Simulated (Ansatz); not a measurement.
Mg(Me)(Et) (C3H8Mg), SMILES C[CH2][Mg][CH3].

Geometry: B3LYP-D3(BJ)/def2-SVP. The structure was generated by enumeration; whether it is a known compound was not checked. One conformer was computed; it need not be the lowest.

Two levels are set side by side: PBE/def2-SVPD (Ansatz, a first-principles code) and PBE0/def2-SVPD (Ansatz). Energy differences of separate SCF runs at the same geometry; the states with an electron removed or added have multiplicity 2 and 2. Differences are taken from unrounded values.

```csv
quantity,PBE0,PBE,PBE minus PBE0
vertical ionisation energy (eV),8.08,7.87,-0.21
vertical singlet–triplet gap (eV),3.95,3.68,-0.27
```
